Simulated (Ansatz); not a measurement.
The same path of AlBClH4N (8 atoms, charge 0, multiplicity 1) was run twice with different band settings. The coordinate that changes most is the dihedral H7–N2–Al3–H8.

Theory: RKS LDA/def2-SVP (Ansatz).

Relaxed end points:

```xyz
8
Properties=species:S:1:pos:R:3
B 0.014 1.163 -0.142
N 0.411 0.319 0.864
Al -0.235 -1.106 -0.081
Cl 1.140 -2.262 -1.168
H -0.598 0.532 -1.071
H 0.133 2.361 -0.304
H 0.926 0.600 1.701
H -1.698 -1.664 0.145
```

```xyz
8
Properties=species:S:1:pos:R:3
B -0.143 1.159 0.036
N 0.918 0.330 0.294
Al -0.068 -1.101 -0.273
Cl -0.976 -2.296 1.199
H -1.122 0.520 -0.485
H -0.320 2.348 0.208
H 1.800 0.616 0.725
H 0.003 -1.634 -1.760
```

Common settings: spring 5.0 eV/Å²; optimiser quadratic models (default); start path IDPP; force threshold 0.05 eV/Å; iteration limit 60; end points relaxed.

| run | movable images | climbing image |
| --- | --- | --- |
| 1 | 5 | yes |
| 2 | 1 | no |

Question: What does each run give, and how far can it be trusted?

Answer: Run 1: converged after 10 iterations, highest image 0.138 eV above the first end. The profile has 2 maxima (images 2, 4) with wells between them (image 3): this band takes more than one step, which may be the mechanism or a detour left from its start path. A vibrational analysis at the climbing image gives one clearly imaginary mode, 102i cm⁻¹: a first-order saddle point.
Run 2: converged after 9 iterations, highest image 0.105 eV above the first end. No image climbed, so the highest image needn't sit at the top of the path. So few images can step over the top or miss a turn of the path.
